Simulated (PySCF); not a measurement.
Geometry:
| atom | x (Å) | y (Å) | z (Å) |
| --- | --- | --- | --- |
| C1 | -2.165 | -0.628 | 0.472 |
| S2 | -1.427 | 0.803 | 1.310 |
| B3 | 0.206 | 0.925 | 0.612 |
| S4 | 0.803 | -0.219 | -0.622 |
| C5 | 2.473 | 0.401 | -0.979 |
| H6 | -3.204 | -0.710 | 0.816 |
| H7 | -1.624 | -1.550 | 0.727 |
| H8 | -2.152 | -0.489 | -0.618 |
| H9 | 0.899 | 1.823 | 1.020 |
| H10 | 2.956 | -0.329 | -1.641 |
| H11 | 2.425 | 1.372 | -1.489 |
| H12 | 3.060 | 0.493 | -0.056 |

Equivalent nuclei averaged, no solvent model, one computed conformer, no relativistic terms. Structure optimised with PBE0-D3(BJ)/def2-SVP; GIAO PBE0/pcSseg-1 shieldings; PySCF 2.14.

δ = σ(ref) − σ, references computed at the same level: 13C, 1H against TMS; 33S against CS2; 11B against BF3·OEt2.

```
               atoms  nucleus  count  δ (ppm)
H6/H7/H8/H10/H11/H12       1H      6        ?
                  B3      11B      1     62.1
                  H9       1H      1     6.80
               S2/S4      33S      2       14
               C1/C5      13C      2        ?
```

Problem. Fill in the missing shifts.

Solution. 
- C1/C5: 17.5 ppm, methyl carbon bonded to S
- H6/H7/H8/H10/H11/H12: 2.18 ppm, hydrogen on a methyl carbon bonded to S

Hydrogens on boron are broadened and split by 11B (spin 3/2, 80 %) and 10B (spin 3). Shifts are as computed. Against solution values, carbons near 30 ppm lie about +2 ppm off and those near 130 ppm about +5 ppm. Of 1313 compounds with measured shifts, 239 miss one by over three times the rms of a fit or turn the order of signals round; such compounds aren't used in these exercises.
